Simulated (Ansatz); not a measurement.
GaH₆NSiTe (`N[SiH]([GaH2])[TeH]`) at its PBE0-D4/def2-TZVP geometry, where that method's forces vanish. The species carries charge 0 and has multiplicity 1. Te takes the def2 core potential.

```xyz
10

N     0.7326    1.1115    1.5886
Si   -0.2013   -0.0262    0.7323
Ga    0.6231   -1.3646   -1.0306
Te   -1.0747    0.8742   -1.6527
H     0.3264    1.9009    2.0639
H     1.7034    1.2563    1.3670
H    -1.4948   -0.1847    1.4442
H     2.0119   -0.9125   -1.5941
H    -0.1530   -2.6559   -1.4313
H    -2.4736    0.0009   -1.4874
```

(1) What forces (eV/Å) does r2SCAN-D4/def2-TZVPP give on these atoms in Ansatz 0.2.0? (An estimate is asked.)

## Answers

(1) The calculation gave: 
```
N1   0.013 -0.023  0.035
Si2  0.002 -0.124 -0.037
Ga3 -0.004  0.002  0.017
Te4  0.000  0.027 -0.091
H5   0.016  0.035  0.012
H6   0.016  0.031  0.004
H7   0.011  0.004  0.003
H8  -0.109 -0.041  0.032
H9   0.072  0.103  0.019
H10 -0.017 -0.014  0.007
```
